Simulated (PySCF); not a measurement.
F2GaHSe, SMILES [F][Ga]([SeH])[F]. Atoms are numbered in the order given.

```xyz
5

Ga     0.0030     0.7482     0.0000
F      1.4496     1.7182     0.0000
F     -1.4928     1.6440     0.0000
Se     0.0504    -1.5261     0.0000
H     -1.4168    -1.5657     0.0000
```
Charge 0, spin multiplicity 1.

Coordinates come from a ωB97X-D3(BJ)/def2-SVP optimisation. The structure was generated by enumeration; whether it is a known compound was not checked. The values are those of a single conformer.

These are TDA-CAM-B3LYP/def2-SVPD (PySCF 2.14.0) values and carry that method's errors.

Vertical excitations. Gas-phase values at a fixed geometry. State labels are in the subgroup Cs.

```
state  symmetry  energy (eV)  λ (nm)      f                                                                main pairs
-----  --------  -----------  ------  -----  ------------------------------------------------------------------------
S1           A"         4.96     250  0.029                                                            HOMO→LUMO 93 %
S2           A"         5.94     209  0.014                                                          HOMO→LUMO+2 91 %
S3           A'         6.19     200  0.007                                        HOMO→LUMO+1 74 %, HOMO−1→LUMO 22 %
S4           A'         7.59     163  0.552                    HOMO−1→LUMO 61 %, HOMO−1→LUMO+2 17 %, HOMO→LUMO+1 12 %
S5           A"         7.64     162  0.001                                                        HOMO−1→LUMO+1 78 %
S6           A"         7.81     159  0.025  HOMO→LUMO+3 33 %, HOMO→LUMO+7 23 %, HOMO−1→LUMO+1 13 %, HOMO→LUMO+6 12 %
S7           A"         7.96     156  0.002                      HOMO→LUMO+3 54 %, HOMO→LUMO+4 21 %, HOMO→LUMO+7 17 %
S8           A'         8.00     155  0.014                                                          HOMO−2→LUMO 76 %
S9           A"         8.15     152  0.001                                                          HOMO−3→LUMO 89 %
S10          A'         8.17     152  0.191                                      HOMO−1→LUMO+2 58 %, HOMO−2→LUMO 13 %
T1           A"         4.53     274      0                                                            HOMO→LUMO 91 %
T2           A"         5.43     228      0                                                          HOMO→LUMO+2 89 %
T3           A'         5.51     225      0                                                          HOMO→LUMO+1 89 %
T4           A'         6.01     206      0                                                          HOMO−1→LUMO 82 %
```
Triplets are in the Tamm–Dancoff approximation.
